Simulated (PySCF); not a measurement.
How methods differ on the ionisation energy of Pb

Pb [Xe] 4f14 5d10 6s2 6p2 (3P) → Pb+ [Xe] 4f14 5d10 6s2 6p1 (2P), as a difference of total energies. Computed with PySCF 2.14 in aug-cc-pwCVDZ-PP with ECP60MDF (6s5p4d1f, 48 functions), with a scalar-relativistic core potential. Correlated levels: valence: 5s2 5p6 5d10 frozen. The calculations carry no spin-orbit coupling.

Question: Order these methods by the ionisation energy they give, lowest first.
A. UHF
B. MP2 (valence)
C. CCSDT (valence)
D. SCS-MP2 (valence)

Answer: A (6.572 eV), D (6.723 eV), B (6.781 eV), C (6.825 eV).

Spin-orbit coupling is strong in these open shells (close to jj coupling). The scalar numbers leave it out and a first-order estimate fails, so it can dominate the gap to the real levels.

Errors of the correlated levels include the incompleteness of this basis and the frozen core.

For comparison: 7.417 eV (measured; NIST Atomic Spectra Database, ionization energies).
